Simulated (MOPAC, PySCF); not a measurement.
C$_{10}$H$_{7}$BS, SMILES `Bc1cc2ccc(C#C)cc2s1`, neutral singlet in the gas phase. 

Cartesian coordinates (Å):
```xyz
19

B      4.2447    -0.0246    -0.2404
C      2.7203    -0.0008    -0.1757
C      1.9118    -0.6097     0.7649
C      0.5206    -0.4034     0.5543
C     -0.5820    -0.8676     1.3031
C     -1.8613    -0.5419     0.9112
C     -2.0914     0.2587    -0.2414
C     -3.4285     0.5806    -0.6238
C     -4.5678     0.8505    -0.9422
C     -1.0155     0.7282    -0.9963
C      0.2819     0.3966    -0.5970
S      1.7613     0.8553    -1.3623
H      4.8419     0.5508    -1.1186
H      4.8513    -0.6337     0.6092
H      2.3214    -1.1942     1.5909
H     -0.4146    -1.4831     2.1898
H     -2.7222    -0.8945     1.4813
H     -5.5756     1.0907    -1.2270
H     -1.1963     1.3421    -1.8799
```
Charge 0, spin multiplicity 1.

All levels are single points at this geometry (PBE0-D3(BJ)/def2-SVP); Pople sets use spherical d functions. Orbital energies aren't observables, and empty levels follow the basis.

SVWN5/6-31G* in PySCF gives HOMO (eV) = -5.69.

Question: Estimate the HOMO (eV) from each of these levels: PBE-D3(BJ)/def2-TZVP in PySCF; PBE0-D3(BJ)/def2-TZVP in PySCF; B3LYP/3-21G in PySCF; B3LYP/LANL2DZ in PySCF; HF/3-21G in PySCF; HF/6-31G* in PySCF; AM1 in MOPAC; PM7 in MOPAC.

Answer: 
```json
[
 {"level": "PBE-D3(BJ)/def2-TZVP in PySCF", "HOMO (eV)": "-5.78"},
 {"level": "PBE0-D3(BJ)/def2-TZVP in PySCF", "HOMO (eV)": "-6.64"},
 {"level": "B3LYP/3-21G in PySCF", "HOMO (eV)": "-6.32"},
 {"level": "B3LYP/LANL2DZ in PySCF", "HOMO (eV)": "-6.44"},
 {"level": "HF/3-21G in PySCF", "HOMO (eV)": "-8.34"},
 {"level": "HF/6-31G* in PySCF", "HOMO (eV)": "-8.11"},
 {"level": "AM1 in MOPAC", "HOMO (eV)": "-8.59"},
 {"level": "PM7 in MOPAC", "HOMO (eV)": "-8.59"}
]
```
